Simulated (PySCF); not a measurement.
Working out the ionisation energy of Cr⁺

Cr⁺ [Ar] 3d5 (6S) → Cr²⁺ [Ar] 3d4 (5D). Calculation: PySCF 2.14, in aug-cc-pVDZ-DK; the spin-free X2C one-electron Hamiltonian (Gaussian nucleus). Frozen: [Ar]. Energies in hartree (1 hartree = 27.21139 eV):

```json
{"part": "UHF", "Cr⁺ (lower)": "-1049.432637", "Cr²⁺ (upper)": "-1048.879166"}
{"part": "CCSD correlation", "Cr⁺ (lower)": "-0.072189", "Cr²⁺ (upper)": "-0.036794"}
{"part": "(T)", "Cr⁺ (lower)": "-0.000872", "Cr²⁺ (upper)": "-0.000235"}
```

Task: What does Hartree-Fock give?

Result: (-1048.879166) − (-1049.432637) = 0.553471 hartree = 15.061 eV.

Task: What do CCSD and CCSD(T) give?

Result: The CCSD correlation energies differ by 0.035395 hartree = 0.963 eV and the triples by 0.000637 hartree = 0.017 eV, so CCSD gives 16.024 eV and CCSD(T) 16.041 eV.

Reference: 16.486 eV (measured; NIST Atomic Spectra Database, ionization energies), between the lowest levels; spin-orbit coupling is absent from the calculation.

A double-zeta basis recovers only part of the correlation energy.

What remains against the reference includes basis incompleteness, the frozen core and higher excitations.
